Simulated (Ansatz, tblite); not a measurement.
Forces on Ge(OEt)H3 (C2H8GeO) at its PBE-D4/def2-SVP geometry. Charge 0, multiplicity 1.

The xTB rows come from tblite. Another isomer (singlet) lies 0.24 eV lower at PBE0-D4/def2-TZVP; other spin states weren't run for this one.

GFN1-xTB (tblite), largest force 1.01 eV/Å:

```xyz
12
positions Å, forces eV/Å
C    -0.259   -0.637    0.070   -0.401   -0.147    0.218
C     0.445   -1.845   -0.526    0.315   -0.512   -0.260
Ge   -0.112    2.119    0.364   -0.096    0.638    0.142
O     0.508    0.526   -0.212   -0.263    0.256    0.187
H    -0.386   -0.778    1.173    0.100    0.046   -0.448
H    -1.291   -0.552   -0.357    0.440   -0.039    0.128
H    -0.125   -2.774   -0.324    0.253    0.536   -0.072
H     0.552   -1.729   -1.623   -0.080   -0.014    0.568
H     1.460   -1.953   -0.094   -0.532    0.098   -0.193
H     0.954    3.133   -0.105   -0.682   -0.683    0.295
H    -0.245    2.094    1.915    0.058    0.011   -1.009
H    -1.502    2.397   -0.282    0.888   -0.189    0.444
```

GFN2-xTB (tblite), largest force 0.86 eV/Å:

```
C -0.362 -0.074 0.203
C 0.323 -0.523 -0.267
Ge 0.200 0.027 -0.112
O -0.612 0.445 0.416
H 0.152 0.120 -0.553
H 0.565 0.015 0.148
H 0.303 0.598 -0.093
H -0.072 -0.028 0.659
H -0.608 0.105 -0.244
H -0.427 -0.527 0.171
H 0.022 -0.020 -0.595
H 0.514 -0.139 0.267
```

PBE-D4/def2-TZVP (Ansatz), largest force 0.52 eV/Å:

```
C -0.424 -0.213 0.218
C 0.164 -0.149 -0.119
Ge -0.030 0.020 0.021
O 0.094 0.131 -0.036
H 0.066 0.060 -0.278
H 0.279 0.005 0.083
H 0.131 0.247 -0.042
H -0.038 -0.036 0.282
H -0.267 0.020 -0.102
H -0.031 -0.042 0.011
H 0.000 -0.015 -0.068
H 0.055 -0.028 0.031
```
